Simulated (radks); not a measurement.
All-electron atom: Os4+ in [Xe] 4f14 5d3 6d1 (not the ground configuration). Calculated with a radial shooting solver on a logarithmic mesh with Libxc functionals: Dirac Kohn-Sham, XLYP, spin-unpolarised, spherical densities, finite nucleus; open shells fill j = l - 1/2 first; Fermi nuclear charge, rms radius 5.4126 fm. Some entries of the table are withheld. Estimate them.

orbital  occ.  eigenvalue (eV)  <r^2> (bohr^2)
1s1/2       2        -73801.00             (1)
2s1/2       2        -12888.99        0.006585
2p1/2       2        -12345.75        0.004683
2p3/2       4        -10813.98        0.005879
3s1/2       2        -3039.940         0.04290
3p1/2       2        -2796.223         0.03925
3p3/2       4        -2462.191         0.04577
3d3/2       4              (2)         0.03532
3d5/2       6              (3)         0.03710
4s1/2       2        -683.2283          0.2106
4p1/2       2        -580.8375          0.2162
4p3/2       4        -502.3392          0.2505
4d3/2       4        -334.0634          0.2696
4d5/2       6        -319.5220          0.2822
5s1/2       2        -143.5452           1.113
5p1/2       2        -111.4393           1.311
4f5/2       6              (4)             (5)
4f7/2       8              (6)             (7)
5p3/2       4         -98.5741           1.534
5d3/2       3         -54.5730           2.506
5d5/2       0         -53.0757           2.627
6s1/2       0         -44.8060           5.724
6p1/2       0         -36.3491           7.258
6p3/2       0         -33.9597           8.202
6d3/2       1              (8)           14.00
6d5/2       0              (9)           14.41
5f5/2       0         -20.8792           10.07
5f7/2       0         -20.8097           10.18
7d3/2       0         -12.8106           42.16
7d5/2       0         -12.6670           43.02

Answer. 
(1) 1s1/2 <r^2> (bohr^2): 0.0004336
(2) 3d3/2 eigenvalue (eV): -2052.770
(3) 3d5/2 eigenvalue (eV): -1980.402
(4) 4f5/2 eigenvalue (eV): -106.4600
(5) 4f5/2 <r^2> (bohr^2): 0.3721
(6) 4f7/2 eigenvalue (eV): -103.6431
(7) 4f7/2 <r^2> (bohr^2): 0.3830
(8) 6d3/2 eigenvalue (eV): -22.6919
(9) 6d5/2 eigenvalue (eV): -22.3718
